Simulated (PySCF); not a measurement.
## Correlation energy of Pb⁻ (lead, charge -1)

[Xe] 4f14 5d10 6s2 6p3, high-spin 4S determinant. Calculation: PySCF 2.14, in aug-cc-pVTZ-PP with one added diffuse shell each of d, f type with ECP60MDF (6s5p5d3f, 67 functions); a scalar-relativistic core potential. Frozen: 5s2 5p6 5d10; 5 electrons correlated.

```json
{"level": "CCSD", "correlation energy (mhartree)": "-60.26"}
{"level": "(T)", "correlation energy (mhartree)": "-2.32"}
{"level": "CCSD(T)", "correlation energy (mhartree)": "-62.58"}
```

Diagnostics: T1 = 0.0081, D1 = 0.0182, largest double amplitude 0.034.

Q: Is a single reference adequate?

A: Yes, within this model without spin-orbit coupling: T1 lies below 0.03 and no double amplitude reaches 0.07.

Spin-orbit coupling is strong in this species, so the high-spin LS determinant is a model state.
